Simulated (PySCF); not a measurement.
Energy of Pb²⁺ (lead, charge +2) between two integer charges

The 6s beta orbital of [Xe] 4f14 5d10 6s2 is emptied in steps (occupation f), with all orbitals relaxed, ending at [Xe] 4f14 5d10 6s1. Calculation: PySCF 2.14, in aug-cc-pVTZ-PP with ECP60MDF (6s5p4d2f, 55 functions); scalar relativity through the core potential. The exact energy is a straight line in f; departures are measured from the line between the end points of the same method.

```tsv
f	UHF (eV)	LDA (eV)	PBE (eV)	PBE0 (eV)	r2SCAN (eV)	LC-wPBE (eV)	BHandHLYP (eV)	wB97X (eV)	MN15 (eV)	B3LYP (eV)
1	0.000	0.000	0.000	0.000	0.000	0.000	0.000	0.000	0.000	0.000
0.8	0.052	-0.765	-0.756	-0.549	-0.684	-0.097	-0.365	-0.171	-0.422	-0.605
0.6	0.077	-1.150	-1.137	-0.824	-1.027	-0.146	-0.549	-0.255	-0.628	-0.909
0.4	0.076	-1.151	-1.140	-0.825	-1.027	-0.147	-0.552	-0.251	-0.621	-0.912
0.2	0.050	-0.768	-0.762	-0.551	-0.684	-0.099	-0.370	-0.164	-0.407	-0.610
0	0.000	0.000	0.000	0.000	0.000	0.000	0.000	0.000	0.000	0.000
```

**Question.** For PBE, how does the orbital energy at f = 1 compare with the removal energy?

**Answer.** −ε = 27.388 eV against a total-energy difference of 32.102 eV. By Janak's theorem ε = ∂E/∂f, so the gap between them reflects the curvature. Along the path −ε is 29.256 (f = 0.8), 31.139 (f = 0.6), 33.038 (f = 0.4), 34.951 (f = 0.2) eV.

| method | E(f=0) − E(f=1) (eV) | −ε at f=1 (eV) | −ε at f=0.4 (eV) |
| --- | --- | --- | --- |
| UHF | 29.771 | 30.103 | 29.702 |
| LDA | 32.614 | 27.840 | 33.567 |
| PBE | 32.102 | 27.388 | 33.038 |
| PBE0 | 31.754 | 28.331 | 32.437 |
| r2SCAN | 31.847 | 27.578 | 32.706 |
| LC-wPBE | 31.555 | 30.947 | 31.670 |
| BHandHLYP | 31.489 | 29.219 | 31.933 |
| wB97X | 31.733 | 30.662 | 31.964 |
| MN15 | 32.265 | 29.610 | 32.825 |
| B3LYP | 32.053 | 28.282 | 32.799 |

Reference removal energy between the ground levels: 31.937 eV (measured; NIST Atomic Spectra Database, ionization energies). UHF lacks correlation.
